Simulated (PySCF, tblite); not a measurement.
Species: C6H10F3P.
Atom-mapped SMILES: `[CH3:1][P:2]([CH2:3][C:4]([F:5])([F:6])[F:7])[CH:8]1[CH2:9][CH2:10]1` (hydrogens: H11, H12, H13 on C1; H14, H15 on C3; H16 on C8; H17, H18 on C9; H19, H20 on C10)

Structure used (GFN2-xTB), in Å, numbered top down from 1:
```
atom  x, y, z in Å
C1    -0.6513   -1.9314   -0.1900
P2    -0.2291   -0.3411    0.6498
C3    -1.2384    0.8284   -0.4251
C4    -2.6313    0.9276    0.1288
F5    -2.6413    1.3293    1.4066
F6    -3.3985    1.8025   -0.5502
F7    -3.2892   -0.2426    0.0942
C8     1.3639   -0.0188   -0.2039
C9     2.2624    1.0425    0.3641
C10    2.6257   -0.3960    0.5178
H11    0.0211   -2.6980    0.1913
H12   -0.5347   -1.8544   -1.2704
H13   -1.6727   -2.2161    0.0521
H14   -1.2913    0.4991   -1.4651
H15   -0.7910    1.8235   -0.3765
H16    1.3502   -0.1421   -1.2830
H17    1.9253    1.5749    1.2416
H18    2.8329    1.6500   -0.3224
H19    2.5343   -0.8383    1.4989
H20    3.4478   -0.7882   -0.0616
```

Method: PBE0/pcSseg-1 in PySCF (dipole) on a GFN2-xTB geometry, gas phase.

Take the most abundant isotopes and a rigid rotor. The values belong to one conformer with, in the numbering `[CH3:1][P:2]([CH2:3][C:4]([F:5])([F:6])[F:7])[CH:8]1[CH2:9][CH2:10]1`, C1–P2–C3–C4 88°, C1–P2–C8–C9 -167°.

(1) Give the principal moments of inertia and the rotational constants in MHz.

(2) Classify the top.

(3) What does the inertial defect say?

(4) Give the other two planar moments, Paa and Pbb, and the rms extents of the mass along the axes.

(5) Which lines would a microwave search look for?

(6) Estimate the classical rotational partition function at 10 K, 200 K and 500 K.

## Answers

(1) Ia = 226.98, Ib = 821.16, Ic = 919.91 u·Å²; 505379 MHz·u·Å²/I gives A = 2227, B = 615.4, C = 549.4 MHz.

(2) A near-prolate asymmetric top. Ray's parameter κ = (2B − A − C)/(A − C) = -0.921; −1 is the prolate and +1 the oblate limit.

(3) Not planar: Δ = Ic − Ia − Ib = -128.24 u·Å². For a rigid frame Δ = −2 Σ m c², so Σ m c² = 64.12 u·Å² lies off the ab plane: 10.67 from hydrogen and 53.45 from heavier atoms. The atom farthest from that plane is 1.68 Å away.

(4) Paa = Σ m a² = (Ib + Ic − Ia)/2 = 757.04 and Pbb = Σ m b² = (Ia + Ic − Ib)/2 = 162.86 u·Å². With the mass M = 170.05 u, the rms extents √(P/M) along a, b and c are 2.11, 0.98, 0.61 Å.

(5) The dipole components are |μa| = 2.76 D, |μb| = 0.15 D, |μc| = 1.84 D. Intensities carry the squares of the components, which stand as 1.00 : 0.00 : 0.45 (a : b : c). Some lines, for components of 0.1 D or more:

```json
{"type": "b", "branch": "R", "J(Ka,Kc)": "2(0,2) ← 1(1,1)", "MHz": "717", "lower level (cm⁻¹)": "0.093"}
{"type": "a", "branch": "R", "J(Ka,Kc)": "1(0,1) ← 0(0,0)", "MHz": "1165", "lower level (cm⁻¹)": "0.000"}
{"type": "c", "branch": "Q", "J(Ka,Kc)": "2(1,2) ← 2(0,2)", "MHz": "1547", "lower level (cm⁻¹)": "0.116"}
{"type": "c", "branch": "Q", "J(Ka,Kc)": "1(1,1) ← 1(0,1)", "MHz": "1611", "lower level (cm⁻¹)": "0.039"}
{"type": "b", "branch": "Q", "J(Ka,Kc)": "2(1,1) ← 2(0,2)", "MHz": "1745", "lower level (cm⁻¹)": "0.116"}
{"type": "a", "branch": "R", "J(Ka,Kc)": "2(1,2) ← 1(1,1)", "MHz": "2264", "lower level (cm⁻¹)": "0.093"}
{"type": "a", "branch": "R", "J(Ka,Kc)": "2(0,2) ← 1(0,1)", "MHz": "2328", "lower level (cm⁻¹)": "0.039"}
{"type": "b", "branch": "R", "J(Ka,Kc)": "1(1,1) ← 0(0,0)", "MHz": "2776", "lower level (cm⁻¹)": "0.000"}
{"type": "b", "branch": "R", "J(Ka,Kc)": "2(1,2) ← 1(0,1)", "MHz": "3875", "lower level (cm⁻¹)": "0.039"}
{"type": "c", "branch": "R", "J(Ka,Kc)": "2(1,1) ← 1(0,1)", "MHz": "4073", "lower level (cm⁻¹)": "0.039"}
{"type": "c", "branch": "Q", "J(Ka,Kc)": "2(2,1) ← 2(1,1)", "MHz": "4833", "lower level (cm⁻¹)": "0.175"}
{"type": "b", "branch": "Q", "J(Ka,Kc)": "2(2,0) ← 2(1,1)", "MHz": "4835", "lower level (cm⁻¹)": "0.175"}
{"type": "b", "branch": "Q", "J(Ka,Kc)": "2(2,1) ← 2(1,2)", "MHz": "5031", "lower level (cm⁻¹)": "0.168"}
{"type": "b", "branch": "R", "J(Ka,Kc)": "2(2,1) ← 1(1,0)", "MHz": "7229", "lower level (cm⁻¹)": "0.095"}
{"type": "c", "branch": "R", "J(Ka,Kc)": "2(2,1) ← 1(1,1)", "MHz": "7295", "lower level (cm⁻¹)": "0.093"}
{"type": "b", "branch": "R", "J(Ka,Kc)": "2(2,0) ← 1(1,1)", "MHz": "7297", "lower level (cm⁻¹)": "0.093"}
```

(6) Point group C1, symmetry number σ = 1; q = (√π/σ)·√((kT/h)³/(ABC)), k/h = 20836.6 MHz/K: 6140 at 10 K, 550000 at 200 K, 2170000 at 500 K.

Its GFN2-xTB frequencies are all real (lowest 23 cm⁻¹). Constants of a rigid frame at the computed geometry: no zero-point averaging, no centrifugal distortion. A rigid rotor knows nothing of internal rotation, which can split or shift real lines.
